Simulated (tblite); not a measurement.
C7H7O2 (doublet state).
Z-matrix (Å and degrees, GFN2-xTB geometry), rows numbered from 1:
```
C 
C   1  1.3573
C   2  1.4254  1  130.29
C   3  1.3763  2  106.79  1   179.93
C   4  1.3982  3  107.00  2     0.01
C   5  1.4522  4  129.13  3  -179.99
C   6  1.5076  5  115.01  4   179.65
O   6  1.2181  5  121.43  4    -0.32
O   5  1.3543  4  110.03  3    -0.02
H   1  1.0734  2  120.92  3  -179.97
H   1  1.0722  2  120.28  3     0.07
H   3  1.0707  2  124.93  1     0.04
H   4  1.0712  3  128.59  2   179.92
H   7  1.0881  6  109.60  5   -59.56
H   7  1.0859  6  109.81  5   179.65
H   7  1.0879  6  109.74  5    58.66
```

Level: GFN2-xTB in tblite, geometry and Hessian alike; calculated harmonic values, unscaled, isolated species. The method is semi-empirical: single wavenumbers can be off by several per cent or more. One conformer, not necessarily the lowest. Open shells enter through the occupations alone, without spin polarisation, and single modes of such species can be off by tens of per cent.

Problem. How many normal modes are there?

Solution. 16 atoms, non-linear: 3N − 6 = 42.

Problem. What is the point group of the computed structure, and how do the modes divide by symmetry?

Solution. Cs. The vibrations span 28 a′ + 14 a″.

Problem. How many distinct wavenumbers does the calculation give?

Solution. 42: Cs has no degenerate species.

Problem. How many fundamentals are allowed in the infrared by symmetry?

Solution. 42 of 42: in Cs every mode is allowed. All fundamentals are allowed in the Raman spectrum.

Problem. Zero-point energy?

Solution. ½Σν̃ = 26073 cm⁻¹ = 311.9 kJ/mol (42 modes); those above 1550 cm⁻¹ give 149.9 kJ/mol of it.

Problem. What thermal excitation has the softest real mode at 500 K?

Solution. 71.6 cm⁻¹ is a vibrational temperature θ of 103 K. The population of v = 1 over v = 0 is exp(−θ/T) = 0.81, and the mean quantum number is 4.4.

On one thread of an Arm Neoverse V2, no GPU, on a shared host, this took 0.4 s of wall time. This covers the Hessian and the dipole derivatives.
